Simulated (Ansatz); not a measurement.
`CN(N)c1ccccc1`, charge 0, multiplicity 1.

(1) Give a relaxed structure at PBE0-D4/def2-TZVP (Ansatz 0.2.0). (An estimate is asked.)

Results:

(1) Ansatz gave: 
```xyz
19

C     2.3938    0.5902   -0.3629
N     1.3708   -0.4232   -0.3974
N     1.8305   -1.7054   -0.1054
C     0.0569   -0.0905   -0.1216
C    -0.3513    1.2501   -0.0556
C    -1.6743    1.5732    0.1882
C    -2.6300    0.5872    0.3821
C    -2.2324   -0.7394    0.3270
C    -0.9136   -1.0809    0.0820
H     2.4839    1.0739    0.6210
H     2.1963    1.3640   -1.1086
H     3.3380    0.1093   -0.6054
H     1.5115   -2.0026    0.8143
H     1.4729   -2.3617   -0.7895
H     0.3678    2.0459   -0.1926
H    -1.9579    2.6190    0.2335
H    -3.6632    0.8480    0.5752
H    -2.9593   -1.5302    0.4771
H    -0.6403   -2.1270    0.0386
```
This is one stationary point; other conformers may exist.
